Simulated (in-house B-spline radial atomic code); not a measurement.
**Sc²⁺: [Ne] 3s2 (3p1/2)2 (3p3/2)3 3d1 4s1 (with a hole in an inner shell)**

Method: Dirac-Kohn-Sham LDA VWN5, spherical fractional occupations, Fermi nucleus of rms radius 3.5459 fm. Calculated with an all-electron radial atomic-structure program (B-spline basis).

Screening seen three ways: the hydrogenic charge with the same mean radius, Z_r = [3n² - l(l+1)]/(2<r>), the one with the same energy, Z_e = n√(-2ε), and Slater's rules. Values are occupation-weighted means over j.

```json
{"shell": "1s", "electrons": "2", "ε (eV)": "-4411.3", "<r> (bohr)": "0.07319", "Z_r": "20.49", "Z_e": "18.01", "Slater": "20.70"}
{"shell": "2s", "electrons": "2", "ε (eV)": "-498.4", "<r> (bohr)": "0.3442", "Z_r": "17.43", "Z_e": "12.10", "Slater": "16.85"}
{"shell": "2p", "electrons": "6", "ε (eV)": "-413.64", "<r> (bohr)": "0.3078", "Z_r": "16.24", "Z_e": "11.03", "Slater": "16.85"}
{"shell": "3s", "electrons": "2", "ε (eV)": "-77.622", "<r> (bohr)": "1.057", "Z_r": "12.78", "Z_e": "7.17", "Slater": "10.10"}
{"shell": "3p", "electrons": "5", "ε (eV)": "-56.118", "<r> (bohr)": "1.13", "Z_r": "11.06", "Z_e": "6.09", "Slater": "10.10"}
{"shell": "3d", "electrons": "1", "ε (eV)": "-24.144", "<r> (bohr)": "1.393", "Z_r": "7.54", "Z_e": "4.00", "Slater": "4.00"}
{"shell": "4s", "electrons": "1", "ε (eV)": "-18.564", "<r> (bohr)": "2.891", "Z_r": "8.30", "Z_e": "4.67", "Slater": "4.20"}
```

The least bound orbital is 4s1/2 at -18.56 eV, and it is also the most diffuse (<r> = 2.891 bohr).

For the 1s electron the small component carries 0.562 % of the norm, the zero-frequency Breit interaction raises the level by 4.196 eV, self-energy by 1.966 eV, and vacuum polarisation lowers it by 0.1491 eV.
